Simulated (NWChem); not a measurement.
Molecule: MgHOCl; SMILES [OH][Mg][Cl]

```xyz
4

Mg     0.1067     0.4183     0.0022
Cl    -0.2190    -1.7341    -0.0067
O      0.3198     2.1561     0.0132
H      0.6536     3.0419     0.0287
```
Atoms are numbered in this order, from 1.

Level: PBE0-D3(BJ)/def2-TZVP (NWChem), optimised geometry, unscaled harmonic frequencies. 

### Question
List the harmonic frequencies with IR intensities, and the thermochemistry.

### Answer
```csv
frequency (cm⁻¹),IR intensity (km/mol)
127,153.4
143,20.5
156,33.0
411,13.7
847,168.6
4087,118.8
```

* **zero-point energy**: 8.2 kcal/mol
* **thermal correction to the enthalpy at 298.15 K (with zero-point energy)**: 12.1 kcal/mol
* **heat capacity Cv**: 13.7 cal/(mol K)
* **entropy at 298.15 K and 1 atm (symmetry number 1)**: 67.3 cal/(mol K)
* **dipole moment**: 2.10 D

Rigid rotor and harmonic oscillator.
